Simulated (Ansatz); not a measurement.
Compare A (`C=N[SiH](O)[SiH3]`) with its isomer B (`N=C(O)[SiH2][SiH3]`).

Program: Ansatz. Geometries: PBE0-D4/def2-TZVP. ΔE: electronic, gas phase. CCSD(T)/CBS is the MP2 limit (def2-TZVPP, def2-QZVPP) plus CCSD(T) − MP2 in def2-TZVPP, frozen cores. DFT in def2-TZVPP. B3LYP here is the variant with VWN-RPA as its local correlation; programs differ in this. Each species was taken in one conformer, which may not be the lowest.

A:

Z-matrix (Å, degrees):
```
Si
N 1 1.733
Si 1 2.339 2 106.4
O 1 1.655 2 115.2 3 -118.8
H 1 1.489 2 105.3 3 120.4
C 2 1.258 1 127.2 3 113.6
H 3 1.488 1 109.8 2 -62.2
H 3 1.488 1 110.4 2 177.9
H 3 1.487 1 110.3 2 57.7
H 4 0.958 1 117.8 2 -88.5
H 6 1.100 2 124.0 1 1.9
H 6 1.096 2 120.3 1 -178.0
```

B:

```xyz
12

N     1.912   -1.573    0.277
C     1.208   -0.702   -0.309
O     1.814    0.305   -0.969
Si   -0.691   -0.575   -0.377
Si   -1.388    1.444    0.577
H     1.341   -2.277    0.735
H     2.769    0.163   -0.873
H    -1.134   -0.668   -1.794
H    -1.210   -1.746    0.378
H    -0.846    1.558    1.957
H    -0.900    2.585   -0.239
H    -2.874    1.487    0.638
```

Q: Which is lower in electronic energy at CCSD(T)/CBS, and by how much? (An estimate is asked.)

A: The calculation gave: A, by 34.0 kcal/mol.

Q: Give E(B) − E(A) in kcal/mol with B3LYP-D4, CCSD(T)/def2-TZVPP, PBE-D4, HF/def2-TZVPP, B2PLYP, CCSD/def2-TZVPP, MP2/def2-TZVPP. (Best estimate.)

A: Computed: B3LYP-D4 32.7, CCSD(T)/def2-TZVPP 33.2, PBE-D4 27.1, HF/def2-TZVPP 37.4, B2PLYP 33.6, CCSD/def2-TZVPP 34.2, MP2/def2-TZVPP 34.7. None reverses the order clearly.

Largest T1 diagnostic: 0.015.

In def2-TZVPP, CCSD(T) changes the Hartree–Fock value by −4.2 kcal/mol (the triples alone add −1.0 kcal/mol) and MP2 by −2.7 kcal/mol. From PBE to PBE0 (25 % exact exchange), in def2-TZVPP and without D4, E(B) − E(A) moves by +2.2 kcal/mol.
